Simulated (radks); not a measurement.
Question: Zr, 40 electrons, occupied as [Kr] 4d2 5s2 (the NIST ground configuration). Calculated with a radial shooting solver on a logarithmic mesh with Libxc functionals: Dirac Kohn-Sham, BLYP, spin-unpolarised, spherical densities, finite nucleus; open shells fill j = l - 1/2 first; Fermi nuclear charge, rms radius 4.2694 fm. Some entries of the table are withheld. Estimate them.

orbital,occ.,eigenvalue (Ry),<r> (bohr)
1s1/2,2,-1309.755,0.03706
2s1/2,2,(1),0.1623
2p1/2,2,-166.1039,0.1386
2p3/2,4,-159.7895,0.1430
3s1/2,2,-29.69556,0.4585
3p1/2,2,-23.99167,0.4551
3p3/2,4,-22.98635,0.4656
3d3/2,4,(2),0.4506
3d5/2,6,(3),0.4541
4s1/2,2,-3.98380,1.212
4p1/2,2,-2.45313,1.348
4p3/2,4,-2.32181,1.380
5s1/2,2,-0.31506,3.733
4d3/2,2,-0.25484,(4)
4d5/2,0,-0.24543,(5)
5p1/2,0,-0.10302,5.205
5p3/2,0,-0.09604,5.354

Answer: 
(1) 2s1/2 eigenvalue (Ry): -181.4293
(2) 3d3/2 eigenvalue (Ry): -12.92300
(3) 3d5/2 eigenvalue (Ry): -12.73936
(4) 4d3/2 <r> (bohr): 2.294
(5) 4d5/2 <r> (bohr): 2.323
